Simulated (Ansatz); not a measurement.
The first iterations of a band of AlGaH6O2 (10 atoms, charge 0, multiplicity 1).

Method: RKS B3LYP-D4/def2-SVP (Ansatz 0.2.0).

```json
{
 "movable images": "9",
 "climbing image": "yes",
 "spring": "5.0 eV/Å²",
 "optimiser": "quadratic models (default)",
 "start path": "through a guess of the saddle point",
 "force threshold": "0.03 eV/Å",
 "iteration limit": "60",
 "end points": "relaxed"
}
```

First end point:

```xyz
10
Properties=species:S:1:pos:R:3
Ga -0.053 0.223 0.080
O -0.407 -0.944 1.490
H -1.302 -1.305 1.510
H 1.404 0.086 -0.488
H -1.321 0.768 -0.677
O 0.228 1.475 1.781
Al 0.966 2.925 2.383
H 1.159 3.055 3.943
H 1.348 3.980 1.281
H -0.043 0.654 2.270
```

Last end point:

```xyz
10
Properties=species:S:1:pos:R:3
Ga 0.092 0.524 0.075
O -0.395 -0.906 1.610
H -1.345 -1.070 1.713
H 1.373 -0.054 -0.614
H -1.318 0.786 -0.573
O 0.416 1.538 1.590
Al 0.952 2.992 2.288
H 0.958 3.080 3.871
H 1.417 4.204 1.376
H -0.172 -0.178 2.238
```

| iteration | highest image above the first end (eV) | largest band force component (eV/Å) |
| --- | --- | --- |
| 1 | 3.325 | 4.438 |
| 2 | 1.670 | 2.143 |
| 3 | 0.964 | 0.973 |
| 4 | 0.738 | 0.649 |
| 5 | 0.541 | 0.754 |
| 6 | 0.429 | 0.615 |
| 7 | 0.290 | 0.754 |
| 8 | 0.268 | 0.586 |
| 9 | 0.234 | 0.623 |
| 10 | 0.186 | 0.412 |
| 11 | 0.236 | 1.054 |
| 12 | 0.253 | 0.337 |

Problem. Does the band converge within its limit, and where does its top end?

Solution. It converged. It ended after 36 iterations with the highest image 0.140 eV above the first end. A vibrational analysis at the climbing image gives one clearly imaginary mode, 900i cm⁻¹: a first-order saddle point. The orbitals stay closed-shell, which can raise the energy where a bond breaks towards radicals; this wasn't checked here.

Time of the run: 17 min on 2 threads of Arm Neoverse V1, with other jobs on the host, peak memory 0.29 GiB.
